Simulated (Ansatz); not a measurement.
Basis sets compared for Li5Al5⁺. The state is a doublet with charge 1. Geometry PBE0-D4/def2-SVP. Ansatz on 4 threads of Arm Neoverse V2 on a shared host; times are rough, and most runs start from earlier orbitals.

```csv
atom,x (Å),y (Å),z (Å)
Li1,-0.211,0.559,3.236
Li2,2.914,0.509,-1.336
Li3,-0.263,-2.252,1.395
Li4,-2.588,0.867,-1.758
Li5,0.158,2.648,0.252
Al6,-1.376,0.303,0.741
Al7,-1.308,-1.589,-1.068
Al8,1.238,-1.761,-0.862
Al9,1.279,0.137,0.941
Al10,0.157,0.580,-1.542
```

Another isomer (doublet) lies 0.21 eV lower at PBE0-D4/def2-TZVP; other spin states weren't run for this one.

| level | functions | energy (Eh) | HOMO (eV) | LUMO (eV) | wall time |
| --- | --- | --- | --- | --- | --- |
| PBE-D4/def2-SVP | 135 | -1248.5273 | -7.14 | -6.56 | 5.5 s |
| PBE0-D4/def2-SVP | 135 | -1248.6490 | -7.74 | -5.95 | 7 s |

(1) Estimate the rows for PBE-D4/def2-TZVP (with forces), PBE0-D4/def2-TZVP.

Answers

(1) 
| level | functions | energy (Eh) | HOMO (eV) | LUMO (eV) | wall time |
| --- | --- | --- | --- | --- | --- |
| PBE-D4/def2-TZVP (with forces) | 255 | -1248.9824 | -7.07 | -6.50 | 9 s |
| PBE0-D4/def2-TZVP | 255 | -1249.0969 | -7.66 | -5.87 | 21 s |
